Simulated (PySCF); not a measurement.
# How methods differ on the ionisation energy of Nd⁴⁷⁺

Nd⁴⁷⁺ [Ne] 3s2 3p1 (2P) → Nd⁴⁸⁺ [Ne] 3s2 (1S), as a difference of total energies. Calculation: PySCF 2.14, in an uncontracted even-tempered set (16 s from 9.6 bohr⁻², ratio 2.5; 10 p from 12 bohr⁻², ratio 2.5; 4 d from 50 bohr⁻², ratio 2.7; 4 f from 74 bohr⁻², ratio 2.7); no relativity, point nucleus. Correlated levels: outer shells: 1s2 frozen; virtual orbitals above 40 to 60 times the deepest correlated orbital energy dropped. The calculations carry no spin-orbit coupling.

```json
{"method": "UHF", "ionisation energy (eV)": "3821.8"}
{"method": "LDA", "ionisation energy (eV)": "3823.9"}
{"method": "PBE", "ionisation energy (eV)": "3825.0"}
{"method": "PBE0", "ionisation energy (eV)": "3824.5"}
{"method": "r2SCAN", "ionisation energy (eV)": "3824.0"}
{"method": "BHandHLYP", "ionisation energy (eV)": "3824.5"}
{"method": "M06-L", "ionisation energy (eV)": "3822.5"}
{"method": "MP2 (outer shells)", "ionisation energy (eV)": "3821.9"}
{"method": "SCS-MP2 (outer shells)", "ionisation energy (eV)": "3821.7"}
```

A first-order spin-orbit estimate (lowest level to lowest level, LS coupling) adds 66.942 eV.

The gap to the reference is mostly relativistic.

First order in ζ underestimates the shift of j = l − 1/2 levels at high Z.

For comparison: 3997 ± 4 eV (theoretical estimate listed by NIST; NIST Atomic Spectra Database, ionization energies).
